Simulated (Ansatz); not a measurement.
A nudged elastic band was laid between two geometries of CH₇AlOSi (11 atoms, charge 0, multiplicity 1).

These are results of RKS PBE-D4/def2-SVP (Ansatz 0.2.0), not measurements.

* movable images: 9
* climbing image: yes
* spring: 5.0 eV/Å²
* optimiser: quadratic models (default)
* start path: through a guess of the saddle point
* force threshold: 0.05 eV/Å
* iteration limit: 60
* end points: relaxed

Image 0:

```xyz
11
Properties=species:S:1:pos:R:3
C -1.001 1.360 -0.086
Si 0.541 0.274 -0.170
O 1.402 0.623 1.260
Al -0.057 -2.137 -0.237
H -1.644 1.081 0.773
H -0.704 2.422 0.034
H -1.600 1.271 -1.016
H 1.351 0.701 -1.383
H 2.301 0.254 1.292
H 0.383 -3.135 -1.420
H -0.906 -2.771 0.974
```

Image 10:

```xyz
11
Properties=species:S:1:pos:R:3
C -0.942 1.389 -0.155
Si 0.597 0.278 -0.225
O 1.663 0.582 1.070
Al 0.036 -2.135 -0.252
H -1.588 1.162 0.717
H -0.639 2.455 -0.090
H -1.549 1.261 -1.076
H 1.385 0.684 -1.445
H 1.392 0.163 1.905
H -0.402 -2.950 -1.567
H 0.112 -2.947 1.138
```

**Question.** Which bonds break or form, and what moves?

**Answer.** No bond is made or broken. The dihedral Al4–Si2–O3–H9 goes from 70 to -46°.

**Question.** What energy profile does the band end with?

**Answer.** The run converged. The highest image is number 0 of 0 to 10, 0.0 kJ/mol above the first end and 3.6 kJ/mol above the last; the last end lies 3.6 kJ/mol below the first. The highest image is an end point: on this band no image between the ends rises above it. Inner images lie up to 0.004 eV below the lower end, so the ends aren't the lowest states on this path. Between wells the path still climbs a hump at image 8, 0.01 eV above the well before it.

| image | path coordinate (Å) | energy (kJ/mol) | dihedral Al4–Si2–O3–H9 (°) |
| --- | --- | --- | --- |
| 0 | 0.00 | 0.0 | 70 |
| 1 | 0.04 | 0.0 | 70 |
| 2 | 0.41 | -0.3 | 65 |
| 3 | 0.79 | -0.9 | 59 |
| 4 | 1.17 | -1.9 | 54 |
| 5 | 1.55 | -2.9 | 50 |
| 6 | 1.93 | -3.9 | 46 |
| 7 | 2.31 | -3.9 | 27 |
| 8 | 2.69 | -2.7 | -10 |
| 9 | 3.07 | -3.4 | -38 |
| 10 | 3.45 | -3.6 | -46 |

The band took 22 iterations and about 7 core-minutes.

Time of the run: 3.6 min on 2 threads of Intel(R) Xeon(R) Platinum 8488C (Sapphire Rapids) (shared host), peak memory 0.16 GiB.
